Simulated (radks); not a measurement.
Lu, 71 electrons, occupied as [Xe] 4f14 6s2 7s1 (not the ground configuration). All-electron calculation, scalar-relativistic Kohn-Sham, LDA (Slater exchange, Perdew-Wang correlation), spin-polarised, spherical densities, point nucleus; open shells are filled with parallel spins first (spin-orbit coupling, left out, can overturn this in heavy ions). Program: a radial shooting solver on a logarithmic mesh with Libxc functionals.

Normalised radial functions P(r) = r R(r), r in bohr:

```
   r/bohr * 7s down (the largest magnitude, 0.378, reaches the edge; | marks zero)
 0.003817                             |*
 0.005342                             |*
 0.007475                             |*
  0.01046                             |*
  0.01464                             |*
  0.02048                             *
  0.02866                            *|
  0.04043                           * |
  0.05657                           * |
  0.07917                            *|
   0.1108                             | *
    0.155                             |  *
   0.2169                             |*
   0.3035                          *  |
   0.4248                         *   |
   0.5992                             | *
   0.8384                             |      *
    1.173                             |   *
    1.642                       *     |
    2.297                *            |
    3.215                    *        |
    4.499                             |      *
    6.295                             |                      *
     8.88                             |                          *
    12.43                             |                *
    17.39                             |    *
    24.33                             |*
```

7s down (empty): eigenvalue -1.236 eV, 6 radial nodes at r = 0.0231, 0.0921, 0.239, 0.551, 1.37, 3.94 bohr, <r> = 9.05 bohr, 90 % of the charge inside 13.0 bohr.
